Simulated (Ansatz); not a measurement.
Level of theory: frozen-core CCSD(T)/def2-TZVPP // TPSSh-D3(BJ)/def2-TZVP run with Ansatz (a quantum-chemistry and plane-wave program).

Ansatz 0.2 input:
```yaml
crystal:
  periodic: [false, false, false]
  atoms:
    - { symbol: Cl, position_ang: [2.040136, -0.391737, -0.939967] }
    - { symbol: C, position_ang: [0.700523, -0.341911, 0.214273] }
    - { symbol: C, position_ang: [-0.699318, -0.486867, -0.286626] }
    - { symbol: C, position_ang: [-0.205937, 0.845307, 0.228103] }
    - { symbol: H, position_ang: [0.98194, -0.807023, 1.148218] }
    - { symbol: H, position_ang: [-1.390089, -1.061033, 0.318474] }
    - { symbol: H, position_ang: [-0.833944, -0.585802, -1.355377] }
    - { symbol: H, position_ang: [-0.017125, 1.619621, -0.503286] }
    - { symbol: H, position_ang: [-0.553555, 1.198086, 1.191267] }
basis:
  gaussian: { orbitals: def2-TZVPP }
correlation:
  method: ccsd_t
```

Output:

```
Functional definition: HF
1202 factors; integrals over basis functions are off by at most 8.8e-4 eV
mean field evaluation 1: about -15672.0916 eV, gradient 2.9e1 eV
mean field evaluation 2: about -15672.3023 eV, gradient 2.9e1 eV
mean field evaluation 4: about -15674.6077 eV, gradient 3.4e0 eV
mean field evaluation 8: about -15674.6470 eV, gradient 2.3e-1 eV
mean field evaluation 16: about -15672.0922 eV, gradient 2.9e1 eV
mean field -15674.64728810 eV, -576.0326631802 hartree, gradient 1.3e-6 eV, S^2 0.000000; 0 other end points of the search recorded, 0 dependent functions left out
8 core orbitals not correlated
reference -15674.64728810 eV, -576.0326631802 hartree; 12, 12 occupied and 185, 185 virtual orbitals, 1202 factors
second order -18.92080100 eV of doubles, -0.00000000 eV of singles
cycle   1  -19.48478865 eV  change   -5.6e-1 eV  update   8.2e-2
cycle   2  -19.93922167 eV  change   -4.5e-1 eV  update   2.3e-2
cycle   3  -20.00732427 eV  change   -6.8e-2 eV  update   9.0e-3
cycle   4  -20.00467126 eV  change    2.7e-3 eV  update   2.0e-3
cycle   5  -20.00530233 eV  change   -6.3e-4 eV  update   6.6e-4
cycle   6  -20.00540882 eV  change   -1.1e-4 eV  update   1.5e-4
cycle   7  -20.00538236 eV  change    2.6e-5 eV  update   5.6e-5
cycle   8  -20.00538753 eV  change   -5.2e-6 eV  update   1.9e-5
perturbative correction -0.86800346 eV, -0.0318985388 hartree
Total energy: -15695.52067909 eV, -576.7997461506 hartree
```

Cost: around 100 core-seconds (rough).
